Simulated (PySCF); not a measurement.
## Electron correlation in Rh⁺ (rhodium, charge +1)

[Kr] 4d7 5p1, one real determinant (an excited configuration). Computed with PySCF 2.14 in def2-QZVPPD with the def2 core potential (28 electrons), with scalar relativity through the core potential. Frozen: 4s2 4p6; 8 electrons correlated.

```json
{"level": "CCSD", "correlation energy (mhartree)": "-186.74"}
{"level": "(T)", "correlation energy (mhartree)": "-5.94"}
{"level": "CCSD(T)", "correlation energy (mhartree)": "-192.68"}
```

Diagnostics: T1 = 0.012, D1 = 0.0439, largest double amplitude 0.036.

The real determinant used has ⟨L²⟩ near 14 against 20 for a pure G term, so it mixes terms.

Cost of the coupled-cluster step: about 12 core-seconds, for 8 correlated electrons.

The reference is one real determinant that mixes LS terms of this configuration.
